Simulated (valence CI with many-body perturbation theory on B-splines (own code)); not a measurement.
# Which ion has this spectrum?

A relativistic CI+MBPT calculation for an atom or ion with 13 electrons gives these levels (cm⁻¹):

```
  J  Parity       E     g
1/2     odd       0  0.66
3/2     odd   46588  1.33
1/2    even  313767  2.64
3/2    even  335408  1.73
5/2    even  356506  1.57
3/2    even  425610  0.82
5/2    even  435267  1.23
1/2    even  501473  1.39
1/2    even  548750  1.30
3/2    even  560207  1.32
3/2    even  645256  0.80
5/2    even  651322  1.20
3/2     odd  799269  1.04
5/2     odd  815809  1.20
```

The energies are calculated, with errors of perhaps 400 cm⁻¹, more in some levels.

Q: Which is it?
A. Cu16+
B. Zn17+
C. Ga18+
D. As20+

A: C. Ga18+, ground level 3s²3p ²P°_1/2.
